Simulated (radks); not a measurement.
Values are calculated unless marked as measured or tabulated.
Q: Species: the strontium ion Sr2+. Configuration: [Kr] (the NIST ground configuration). Code: a radial shooting solver on a logarithmic mesh with Libxc functionals. Model: non-relativistic Kohn-Sham, PBE, spin-polarised, spherical densities, point nucleus; relativity is left out, which matters for an element this heavy. Some entries of the table are withheld. Estimate them.

| orbital | occ. | eigenvalue (eV) | <r^2> (bohr^2) | r(max) (bohr) |
|---|---|---|---|---|
| 1s | 2 | (1) | 0.002162 | 0.02656 |
| 2s | 2 | -2097.983 | (2) | 0.1493 |
| 2p | 6 | (3) | 0.02829 | 0.1178 |
| 3s | 2 | -335.2035 | 0.2906 | 0.4461 |
| 3p | 6 | -267.3710 | 0.2955 | 0.4352 |
| 3d | 10 | -144.6311 | 0.3004 | 0.3763 |
| 4s | 2 | -53.2252 | 2.156 | (4) |
| 4p | 6 | -36.4525 | 2.777 | 1.332 |

A: 
(1) 1s eigenvalue (eV): -15625.98
(2) 2s <r^2> (bohr^2): 0.03686
(3) 2p eigenvalue (eV): -1912.632
(4) 4s r(max) (bohr): 1.215
